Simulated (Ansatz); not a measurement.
C$_{5}$H$_{15}$OSi$_{2}$ (SMILES C[Si](C)O[Si](C)(C)C), doublet, at a GFN2-xTB geometry. Base run: Ansatz (a first-principles code) with MP2/STO-3G.

Input for Ansatz:
Ansatz 0.2 input:
```yaml
crystal:
  periodic: [false, false, false]
  atoms:
    - {symbol: C, position_ang: [2.23591472, 1.87430437, 0.24724250]}
    - {symbol: Si, position_ang: [1.86051365, 0.10193727, -0.35061641]}
    - {symbol: C, position_ang: [2.37046986, -1.20345024, 0.94391061]}
    - {symbol: O, position_ang: [0.25111153, -0.01641741, -0.60627064]}
    - {symbol: Si, position_ang: [-1.31223883, -0.15232204, -0.15867484]}
    - {symbol: C, position_ang: [-2.33626438, 0.58233246, -1.58117978]}
    - {symbol: C, position_ang: [-1.69231924, -1.99934393, 0.09955328]}
    - {symbol: C, position_ang: [-1.59480466, 0.81681199, 1.45819597]}
    - {symbol: H, position_ang: [1.90405235, 2.61598159, -0.47240063]}
    - {symbol: H, position_ang: [3.29840457, 2.02013633, 0.41278727]}
    - {symbol: H, position_ang: [1.71878788, 2.06931712, 1.18574679]}
    - {symbol: H, position_ang: [3.43721050, -1.17562147, 1.14072650]}
    - {symbol: H, position_ang: [2.11605247, -2.20710082, 0.61792915]}
    - {symbol: H, position_ang: [1.85030226, -1.01961845, 1.88334339]}
    - {symbol: H, position_ang: [-2.14377675, 0.06018739, -2.51300186]}
    - {symbol: H, position_ang: [-2.09978148, 1.62995801, -1.73930358]}
    - {symbol: H, position_ang: [-3.39951162, 0.51111296, -1.37598552]}
    - {symbol: H, position_ang: [-1.11139739, -2.41349470, 0.91836361]}
    - {symbol: H, position_ang: [-2.74126322, -2.16090455, 0.32637021]}
    - {symbol: H, position_ang: [-1.45551062, -2.57359087, -0.79097342]}
    - {symbol: H, position_ang: [-2.63409598, 0.77917427, 1.76930579]}
    - {symbol: H, position_ang: [-0.99602882, 0.41451355, 2.27064515]}
    - {symbol: H, position_ang: [-1.32616142, 1.86274778, 1.34035427]}
basis:
  gaussian:
    orbitals: STO-3G
magnetization: {spin_polarized: true, initial_magnetization: 1}
correlation: {method: mp2}
```

Variants of this job, named by their change:

| change | basis functions | E (Eh) | MP2 correlation (Eh) | core-seconds (rough) |
|---|---|---|---|---|
| base | 63 | -841.27643 | -0.35825 | 2 |
| basis = 3-21G | 110 | -847.05382 | -0.65909 | 4 |
| basis = pcseg-0 | 110 | -850.06686 | -0.66861 | 6 |
| basis = def2-SV(P) | 150 | -851.45530 | -0.97045 | 10 |
| basis = 6-31G* | 158 | -851.86034 | -0.98092 | 10 |
| basis = 6-31+G* | 190 | -851.88315 | -0.99552 | 10 |
| basis = pc-1 | 195 | -851.90510 | -1.07783 | 20 |
| basis = 6-31G** | 203 | -851.98374 | -1.07797 | 20 |
| basis = cc-pV(D+d)Z | 205 | -852.02260 | -1.08483 | 20 |
| basis = 6-311G** | 252 | -852.14462 | -1.14239 | 30 |

Totals compare only among sets that treat the same electrons; sets with core potentials leave the core out.
